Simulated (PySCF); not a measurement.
# Electronic structure of Zn (zinc, neutral) at the UHF level

Configuration: [Ar] 3d10 4s2, closed-shell 1S. Calculation: PySCF 2.14, in 6-31G*; the non-relativistic Hamiltonian (point nucleus).

```json
{"Total energy": "-1777.481098 hartree", "One-electron energy": "-2484.6097 hartree", "Hartree (Coulomb) energy": "776.8408 hartree", "Exchange energy": "-69.7122 hartree", "Kinetic energy": "1777.34907 hartree", "⟨S²⟩": "0.0000", "⟨L²⟩": "0.000", "Sum of ⟨r⟩": "21.92 bohr", "Sum of ⟨r²⟩": "34.95 bohr²", "Density at the nucleus (Gaussians lack the cusp)": "17400 bohr⁻³", "Langevin diamagnetic susceptibility": "-27.7 ×10⁻⁶ cm³/mol", "Time after the integrals": "0.13 s of wall time on 1 thread of Neoverse-N1 (shared host)"}
```

| shell | electrons | mean orbital energy (eV) | rms radius, mean of both spins (bohr) |
| --- | --- | --- | --- |
| 1s | 2 | -9612.5 | 0.0591 |
| 2s | 2 | -1206.2 | 0.248 |
| 2p | 6 | -1058.4 | 0.221 |
| 3s | 2 | -152.30 | 0.742 |
| 3p | 6 | -103.43 | 0.783 |
| 3d | 10 | -19.743 | 0.963 |
| 4s | 2 | -7.692 | 3.20 |
